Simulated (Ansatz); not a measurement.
Ansatz (an electronic-structure program) input (B3LYP-D3(BJ)/def2-TZVP):

Ansatz 0.2 input:
```yaml
crystal:
  periodic: [false, false, false]
  atoms:
    - {symbol: Si, position_ang: [1.42936438, -0.77510059, -0.20037726]}
    - {symbol: F, position_ang: [2.42844538, 0.37239747, 0.33644713]}
    - {symbol: N, position_ang: [-0.18469231, -0.30920498, -0.12475791]}
    - {symbol: Si, position_ang: [-1.49065420, 0.70504154, 0.19507554]}
    - {symbol: H, position_ang: [1.65143414, -1.90454364, 0.69309349]}
    - {symbol: H, position_ang: [1.81342246, -0.97562542, -1.59141911]}
    - {symbol: H, position_ang: [-2.17388967, 0.90056615, -1.09251988]}
    - {symbol: H, position_ang: [-1.11071740, 1.99631426, 0.78074334]}
    - {symbol: H, position_ang: [-2.36866600, -0.04146503, 1.10830005]}
basis:
  gaussian:
    orbitals: def2-TZVP
hamiltonian:
  xc: b3lyp
  dispersion: d3bj
magnetization: {spin_polarized: true, initial_magnetization: 1}
relax: {f_tol: 0.002, max_steps: 150}
```

End of the output:

```
mean field evaluation 224: about -20047.7545 eV, gradient 1.1e1 eV
mean field -20048.21812596 eV, -736.7584269586 hartree, gradient 1.3e-5 eV, S^2 0.754629; 3 other end points of the search recorded, 0 dependent functions left out
the calculation of the forces begins
reference -20048.21840865 eV, -736.7584373474 hartree; 25, 24 occupied and 141, 142 virtual orbitals, 1053 factors
Total energy: -20048.53658059 eV, -736.7701299505 hartree
Atom 0 at     1.437282    -0.740782    -0.199691 Å, force    -0.001010    -0.000810    -0.000235 eV/Å
Atom 1 at     2.361263     0.549602     0.047361 Å, force     0.001039     0.001213    -0.000071 eV/Å
Atom 2 at    -0.228835    -0.486555    -0.029659 Å, force     0.000071     0.000203    -0.000529 eV/Å
Atom 3 at    -1.487888     0.652672     0.243118 Å, force     0.000524    -0.000243     0.000622 eV/Å
Atom 4 at     1.832000    -1.748267     0.806299 Å, force    -0.000165    -0.000225     0.000211 eV/Å
Atom 5 at     1.675740    -1.178763    -1.590365 Å, force     0.000239    -0.000218     0.000172 eV/Å
Atom 6 at    -1.874404     1.112556    -1.117160 Å, force    -0.000400    -0.000018    -0.000262 eV/Å
Atom 7 at    -1.079023     1.821410     1.057952 Å, force    -0.000045     0.000063     0.000275 eV/Å
Atom 8 at    -2.642090    -0.013493     0.886732 Å, force    -0.000253     0.000035    -0.000182 eV/Å
Dipole moment:    -0.170709    -0.074323    -0.012013 e Å
```

It need not be the lowest isomer of its formula.
